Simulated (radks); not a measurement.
Q: Species: the promethium ion Pm+. Configuration: [Xe] 4f5 6s1. Method: scalar-relativistic Kohn-Sham, LDA (Slater exchange, VWN5 correlation), spin-polarised, spherical densities, point nucleus; open shells are filled with parallel spins first (spin-orbit coupling, left out, can overturn this in heavy ions); computed with a radial shooting solver on a logarithmic mesh with Libxc functionals. Some entries of the table are withheld. Estimate them.

orbital  occ.  eigenvalue (Ry)  <r^2> (bohr^2)
1s up       1        -3306.379       0.0007326
1s down     1        -3306.378       0.0007326
2s up       1        -537.9811         0.01157
2s down     1        -537.9772         0.01157
2p up       3        -480.6934        0.009267
2p down     3        -480.6906        0.009267
3s up       1        -117.6280         0.07777
3s down     1        -117.5175         0.07768
3p up       3        -99.63905         0.07780
3p down     3        -99.52954         0.07769
3d up       5        -74.91451         0.06580
3d down     5        -74.82847         0.06567
4s up       1        -23.78774          0.3975
4s down     1        -23.51640          0.3973
4p up       3        -17.88229          0.4493
4p down     3        -17.61103          0.4492
4d up       5         -9.54026          0.5510
4d down     5         -9.27099          0.5522
5s up       1         -3.59304           2.313
5s down     1         -3.42899           2.364
5p up       3         -2.16638             (1)
5p down     3         -2.03542             (2)
4f up       5         -0.69256             (3)
6s up       1              (4)           16.76
6s down     0              (5)           17.94
4f down     0         -0.46127             (6)

A: 
(1) 5p up <r^2> (bohr^2): 3.220
(2) 5p down <r^2> (bohr^2): 3.312
(3) 4f up <r^2> (bohr^2): 1.461
(4) 6s up eigenvalue (Ry): -0.65428
(5) 6s down eigenvalue (Ry): -0.58265
(6) 4f down <r^2> (bohr^2): 1.761
